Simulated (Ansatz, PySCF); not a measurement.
Reaction 4 R1 + R2 → 2 P1 + 2 P2, each structure at its B3LYP-D3(BJ)/def2-TZVP stationary point, reached from a drawn start (curvature not checked).
R1, HCl (SMILES Cl) (charge 0, multiplicity 1):
```json
[
 {"atom": "Cl", "x (Å)": "0.6410", "y (Å)": "0.0000", "z (Å)": "0.0000"},
 {"atom": "H", "x (Å)": "-0.6410", "y (Å)": "0.0000", "z (Å)": "0.0000"}
]
```
P1, Cl2 (SMILES ClCl) (charge 0, multiplicity 1):
```json
[
 {"atom": "Cl", "x (Å)": "1.0068", "y (Å)": "0.0000", "z (Å)": "0.0000"},
 {"atom": "Cl", "x (Å)": "-1.0068", "y (Å)": "0.0000", "z (Å)": "0.0000"}
]
```
R2, O2 (SMILES O=O) (charge 0, multiplicity 3):
| atom | x (Å) | y (Å) | z (Å) |
|---|---|---|---|
| O | -0.6021 | 0.0000 | 0.0000 |
| O | 0.6021 | 0.0000 | 0.0000 |
P2: H2O (SMILES O), charge 0, multiplicity 1.

P less R. No zero-point or thermal terms; singlets are restricted closed shells; open shells are unrestricted; no spin–orbit coupling.

Cores are frozen in the correlated methods.

Codes used: Ansatz (a quantum-chemistry and plane-wave program) with Gaussian orbitals; PySCF for the D3/D4 terms. Each number belongs to the level named beside it.

Predict the reaction energy from CCSD(T)/cc-pV(Q+d)Z.

-30.6 kcal/mol

What reaction energy does CAM-B3LYP-D4/def2-TZVPP give?

-26.5 kcal/mol

Give the reaction energy at the level revPBE-D3(BJ)/def2-TZVPP.

-24.7 kcal/mol
